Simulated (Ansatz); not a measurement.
Cost and result up the ladder for (H2In-mu-OH)2 (In₂O₂H₆) (10 atoms). The state is a singlet with charge 0. Geometry: PBE0-D4/def2-SVP.

Cartesian coordinates in Å:
```
In 0.3795 0.3147 1.6110
H 0.6016 -1.0804 2.5800
H 0.4501 2.0169 1.8855
O -1.3471 -0.0672 0.3392
In -0.3577 -0.6575 -1.5094
H -0.3760 -2.3698 -1.5583
H -0.6237 0.6007 -2.6600
O 1.3563 -0.0800 -0.2955
H -1.9601 0.6716 0.2538
H 1.8772 0.6510 -0.6463
```

Ansatz on 4 threads of Arm Neoverse N1 on a shared host. Times are rough, and most runs start from the orbitals of an earlier one. ωB97X-V/def2-TZVP serves as the yardstick here, not as an exact answer. Differences are given only for rows in sets of like size (and for xTB, whose basis is part of the method), since another set adds its own error. Binding counts from free atoms at the same level (In doublet, H doublet, O triplet; other spins of the atoms weren't run), without zero-point energy or a counterpoise term.

In the def2 sets In takes a core potential, while STO-3G treats all electrons; there is no spin–orbit coupling. HSE06 is defined as in plane-wave codes, on full-range PBE exchange. Correlated methods freeze 10 core orbitals; core or outer-core shells of In are correlated, in sets that lack core-valence functions. The rows differ in basis, and correlated rows in double-zeta sets carry the largest basis error.

Correlated methods converge slowly with the basis, most of all in double-zeta sets.

```
                            level  functions  wall time
                        HF/STO-3G         70      1.1 s
                  PBE-D4/def2-SVP        110      1.8 s
            LDA (SPW92)/def2-TZVP        198        2 s
                 PBE-D4/def2-TZVP        198      3.3 s
              revPBE-D4/def2-TZVP        198      3.3 s
                BLYP-D4/def2-TZVP        198      3.8 s
                PBE-D4/def2-TZVPD        246      5.5 s
               HSE06-D4/def2-TZVP        198      5.5 s
                    MP2/def2-TZVP        198      5.5 s
                PBE0-D4/def2-TZVP        198      5.5 s
               PBE0-D4/def2-TZVPD        246      7.5 s
r2SCAN-D4/def2-TZVP (with forces)        198        8 s
                ωB97X-V/def2-TZVP        198       13 s
                 CCSD(T)/def2-SVP        110       20 s
```

Estimate what each level gives for the binding energy per atom (eV).


```json
{"level": "HF/STO-3G", "binding energy per atom (eV)": "2.99", "difference from ωB97X-V/def2-TZVP (eV)": "–"}
{"level": "PBE-D4/def2-SVP", "binding energy per atom (eV)": "2.80", "difference from ωB97X-V/def2-TZVP (eV)": "–"}
{"level": "LDA (SPW92)/def2-TZVP", "binding energy per atom (eV)": "3.25", "difference from ωB97X-V/def2-TZVP (eV)": "0.40"}
{"level": "PBE-D4/def2-TZVP", "binding energy per atom (eV)": "2.80", "difference from ωB97X-V/def2-TZVP (eV)": "-0.05"}
{"level": "revPBE-D4/def2-TZVP", "binding energy per atom (eV)": "2.72", "difference from ωB97X-V/def2-TZVP (eV)": "-0.14"}
{"level": "BLYP-D4/def2-TZVP", "binding energy per atom (eV)": "2.77", "difference from ωB97X-V/def2-TZVP (eV)": "-0.08"}
{"level": "PBE-D4/def2-TZVPD", "binding energy per atom (eV)": "2.80", "difference from ωB97X-V/def2-TZVP (eV)": "-0.05"}
{"level": "HSE06-D4/def2-TZVP", "binding energy per atom (eV)": "2.75", "difference from ωB97X-V/def2-TZVP (eV)": "-0.10"}
{"level": "MP2/def2-TZVP", "binding energy per atom (eV)": "2.73", "difference from ωB97X-V/def2-TZVP (eV)": "-0.13"}
{"level": "PBE0-D4/def2-TZVP", "binding energy per atom (eV)": "2.75", "difference from ωB97X-V/def2-TZVP (eV)": "-0.10"}
{"level": "PBE0-D4/def2-TZVPD", "binding energy per atom (eV)": "2.75", "difference from ωB97X-V/def2-TZVP (eV)": "-0.10"}
{"level": "r2SCAN-D4/def2-TZVP (with forces)", "binding energy per atom (eV)": "2.82", "difference from ωB97X-V/def2-TZVP (eV)": "-0.03"}
{"level": "ωB97X-V/def2-TZVP", "binding energy per atom (eV)": "2.85", "difference from ωB97X-V/def2-TZVP (eV)": "0.00"}
{"level": "CCSD(T)/def2-SVP", "binding energy per atom (eV)": "2.67", "difference from ωB97X-V/def2-TZVP (eV)": "–"}
```
